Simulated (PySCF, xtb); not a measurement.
In(NH2)3 (H₆InN₃), SMILES [NH2][In]([NH2])[NH2].

GFN2-xTB (xtb 6.7.1) at its own geometry gives an orbital gap of 3.02 eV and a dipole moment of 1.45 D.

Coordinates come from a B3LYP-D3(BJ)/def2-SVP optimisation. The def2 effective core potentials stand for the cores of In; spin–orbit coupling is left out. One conformer was computed; it need not be the lowest.

Question: What does r2SCAN/def2-TZVP (PySCF) give? (Estimate from the structure and the level; the computed values follow.)

Answer: gap 4.32 eV (levels -5.69 and -1.37 eV), dipole 1.04 D.
